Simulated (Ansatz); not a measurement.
Z-matrix (Å, degrees):
```
Sn
Br 1 2.480
O 1 1.953 2 107.1
H 1 1.694 2 109.5 3 113.3
H 1 1.702 2 106.5 3 -118.3
H 3 0.960 1 113.5 2 -51.4
```

Total charge 0; spin multiplicity 1. Sn takes the def2 core potential.

(1) List the PBE0/def2-TZVPP orbital energies in eV (the Gaussian-basis code of Ansatz). (Estimate.)

Answers

(1) Ansatz gave: Occupied: -13149.93, -1704.83, -1535.38, -1535.32, -1535.32, -522.63, -238.65, -179.01, -178.82, -178.81, -141.00, -95.71, -95.61, -95.57, -72.50, -72.45, -72.44, -72.29, -72.29, -29.90, -29.48, -29.39, -29.31, -29.28, -26.92, -21.23, -15.18, -12.81, -10.46, -10.24, -9.62, -8.85, -8.44, -8.34. Lowest empty: -1.09, -0.54, 0.22, 1.63, 2.04, 2.33, 2.60, 3.43.
